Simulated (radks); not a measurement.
Spherical jellium clusters: N electrons in a uniform positive sphere of charge N and radius rs N^(1/3), rs = 3.07 bohr. Calculated with a radial shooting solver with Libxc functionals: non-relativistic Kohn-Sham, exchange-only LDA, spin-polarised, spherical densities. Levels are named by radial order and angular momentum (1s, 1p, 1d, 2s, ...), and open shells are averaged over m.

N = 18, configuration 1s2 1p6 1d10. This is the lowest configuration that the search found. Occupied and some empty levels:

level  occupation  eigenvalue (eV)  <r> (bohr)
1s              2          -6.1505       4.759
1p              6          -4.6029       5.984
1d             10          -2.8687       6.919
2s              0          -2.5280       6.253
1f              0          -1.0170       7.976
2p              0         -0.74881       8.974

Energy (eV): total -13.2406, kinetic 48.388, external -1278.6, Hartree 623.41, exchange-correlation -63.888, background 657.48. Static polarisability (adiabatic kernel): 804.1 bohr^3, against R^3 = 520.8 for a classical metal sphere.
